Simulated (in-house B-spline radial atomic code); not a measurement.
## Ionising As2+ with different functionals

Computed with a radial B-spline atomic code at the basis-set limit: scalar-relativistic (spin-free X2C) Hamiltonian, Fermi nucleus of rms radius 4.0968 fm, spin-polarised at highest spin, spherical fractional occupations for the functionals, the average over the highest-spin determinants for Hartree-Fock. The ionisation energy is the difference of two self-consistent energies, [Ar] 3d10 4s2 4p1 → [Ar] 3d10 4s2, without Breit or QED terms; ε is the level of the shell that loses the electron (its least bound occupied spin orbital). There is no spin-orbit coupling in this Hamiltonian.

Hybrids are left out here: with spherical fractional occupations of an open shell their exact exchange keeps a self-interaction that integer-occupation calculations don't have.

```json
{"method": "Hartree-Fock", "rung": "Hartree-Fock", "ΔSCF (eV)": "27.37", "-ε(4p) (eV)": "27.59"}
{"method": "LDA VWN5", "rung": "LDA", "ΔSCF (eV)": "28.28", "-ε(4p) (eV)": "23.39"}
{"method": "LDA PW92", "rung": "LDA", "ΔSCF (eV)": "28.28", "-ε(4p) (eV)": "23.38"}
{"method": "LDA exchange-only", "rung": "LDA", "ΔSCF (eV)": "27.11", "-ε(4p) (eV)": "22.31"}
{"method": "PBE", "rung": "GGA", "ΔSCF (eV)": "28.00", "-ε(4p) (eV)": "23.19"}
{"method": "PBEsol", "rung": "GGA", "ΔSCF (eV)": "28.03", "-ε(4p) (eV)": "23.23"}
{"method": "BLYP", "rung": "GGA", "ΔSCF (eV)": "28.00", "-ε(4p) (eV)": "23.08"}
{"method": "RPBE", "rung": "GGA", "ΔSCF (eV)": "27.89", "-ε(4p) (eV)": "23.13"}
{"method": "PW91", "rung": "GGA", "ΔSCF (eV)": "28.10", "-ε(4p) (eV)": "23.28"}
{"method": "BP86", "rung": "GGA", "ΔSCF (eV)": "28.17", "-ε(4p) (eV)": "23.34"}
{"method": "AM05", "rung": "GGA", "ΔSCF (eV)": "27.99", "-ε(4p) (eV)": "23.18"}
{"method": "OLYP", "rung": "GGA", "ΔSCF (eV)": "27.78", "-ε(4p) (eV)": "23.06"}
{"method": "TPSS", "rung": "meta-GGA", "ΔSCF (eV)": "27.94", "-ε(4p) (eV)": "23.22"}
{"method": "SCAN", "rung": "meta-GGA", "ΔSCF (eV)": "28.03", "-ε(4p) (eV)": "23.38"}
{"method": "r2SCAN", "rung": "meta-GGA", "ΔSCF (eV)": "27.99", "-ε(4p) (eV)": "23.38"}
{"method": "revTPSS", "rung": "meta-GGA", "ΔSCF (eV)": "27.92", "-ε(4p) (eV)": "23.22"}
```

(1) How do they compare with the NIST value?

Answers

(1) NIST lists 28.35 eV ± 0.012 (measured, ground level to ground level). Errors run from -1.24 to -0.07 eV; LDA VWN5 is closest (-0.07 eV), though others lie within the uncertainty of it, and part of that can be cancellation, since the calculations leave out spin-orbit coupling, Breit-QED terms, multiplet and fine-structure energies. Hartree-Fock also lacks correlation.
